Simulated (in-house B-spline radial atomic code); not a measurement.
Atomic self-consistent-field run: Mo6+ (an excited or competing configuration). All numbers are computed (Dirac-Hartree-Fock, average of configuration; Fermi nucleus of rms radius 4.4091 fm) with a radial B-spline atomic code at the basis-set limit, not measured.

Command:
```bash
python run_scf.py task.json out
```
Settings (nuclear radius in fm, mass in u):
```
Z                42
configuration    [Ar] 3d10 4s2 4p5 7d1
hamiltonian      dirac
method           hf
spin_polarised   False
nucleus          fermi
rms_radius       4.4091
atomic_mass      97.9054
speed_of_light   137.035999084
```

Output (hartree, bohr):
```
 radial grid: 72 intervals, B-splines of order 8, outer radius 36.5672 bohr

 iter        energy (Eh)    residual
    1       -4030.573165    5.38e-01
    2       -4035.238426    2.26e-01
    3       -4035.719336    6.39e-02
    4       -4035.763122    1.73e-02
    5       -4035.766896    8.91e-03
    6       -4035.767600    2.93e-04
    7       -4035.767601    2.86e-05
    8       -4035.767601    1.60e-06
    9       -4035.767601    7.69e-08

 total energy                     -4035.76760
 kinetic                            4186.2395
 electron-nucleus                  -9619.4773
 electron-electron                  1397.4702

 first-order corrections (not in the total)
   Gaunt                             2.6923
   retardation                      -0.2667
   frequency dependence             -0.0169
   self-energy                       1.8102
   Uehling                          -0.2070
   Wichmann-Kroll                    0.0031
   recoil                            0.0160

 orbital      occ     eigenvalue          <r>       <r^2>       <1/r>     <1/r^2>       <r^4>       r_max    small
 1s1/2      2.000      -743.3530    0.0351562  0.00166792     43.5518     4004.63 7.21517e-06     0.02288  2.35e-02
 2s1/2      2.000      -111.1079     0.153031   0.0276745      9.9402     439.518  0.00132651      0.1295  4.84e-03
 2p1/2      2.000      -102.1766     0.130819   0.0210104     9.87974     141.545 0.000890843       0.101  4.81e-03
 2p3/2      4.000       -98.2356     0.135341   0.0223615     9.41264     120.764 0.000996407      0.1048  4.66e-03
 3s1/2      2.000       -23.2794     0.425175    0.206972     3.41596      80.346   0.0660048      0.3821  1.30e-03
 3p1/2      2.000       -19.8232     0.420951    0.206189      3.3037     25.5596   0.0691367      0.3704  1.24e-03
 3p3/2      4.000       -19.1476     0.430889    0.215837     3.19461     21.9839   0.0756081      0.3794  1.20e-03
 3d3/2      4.000       -13.0789     0.410444    0.201855     2.99549     11.4198   0.0777133      0.3214  1.08e-03
 3d5/2      6.000       -12.9524     0.413792    0.205007     2.96681     11.1627   0.0800025      0.3241  1.07e-03
 4s1/2      2.000        -6.3721      1.05526     1.24985     1.28344     14.4649     2.25814      0.9667  3.10e-04
 4p1/2      1.667        -5.2411      1.12159     1.42043     1.19444     4.53334     2.97631       1.017  2.78e-04
 4p3/2      3.333        -5.1274      1.14202     1.47198     1.16727     3.96447     3.18998       1.037  2.71e-04
 7d3/2      0.400        -0.6840      7.29965     59.7265    0.193664    0.137436     4699.84       7.938  2.46e-05
 7d5/2      0.600        -0.6828      7.31326      59.949    0.193259    0.135923     4734.57       7.954  2.45e-05
```

Run time, properties included: 1 s on 1 thread of Arm Neoverse V2, with other jobs on the host.

For the Dirac Hamiltonian the kinetic term is c α·p + (β - 1)c².
